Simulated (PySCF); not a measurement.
System: C3H8BO, charge -1, multiplicity 1. It need not be the lowest isomer of its formula. Whether it binds its extra electron was not tested at this geometry. 
Coordinates optimised at B3LYP-D3(BJ)/def2-TZVP (Ansatz):
SMILES: O(C)B(C)[CH2-]
```xyz
13

B     -0.4963    -0.0327     0.1049
C     -0.8370     1.3667     0.3354
C     -1.5334    -1.2607     0.1948
O      0.8204    -0.5170    -0.2371
C      1.8465     0.4155    -0.3575
H     -0.1431     2.2044     0.2771
H     -1.8519     1.6695     0.5911
H     -2.5425    -0.9243     0.4530
H     -1.2260    -1.9988     0.9489
H     -1.5988    -1.8087    -0.7557
H      1.6362     1.1634    -1.1380
H      2.0116     0.9720     0.5784
H      2.7764    -0.1071    -0.6191
```
Charge -1, spin multiplicity 1.

Dispersion corrections to the total energy (kcal/mol) from the dftd3 and dftd4 libraries through PySCF: D3(BJ) without and D4 with the three-body term, each with the damping fitted for the functional named.

```csv
functional,D3(BJ),D4
BP86,-7.89,-7.74
revPBE,-13.43,-20.36
TPSSh,?,-7.32
B3LYP,-8.79,-9.43
PBE,?,-5.95
B2PLYP,-3.98,?
HSE06,-3.29,-4.61
```

### Question
Some entries are withheld; supply them.

### Answer

- TPSSh, D3(BJ): -5.94
- PBE, D3(BJ): -5.23
- B2PLYP, D4: -4.16
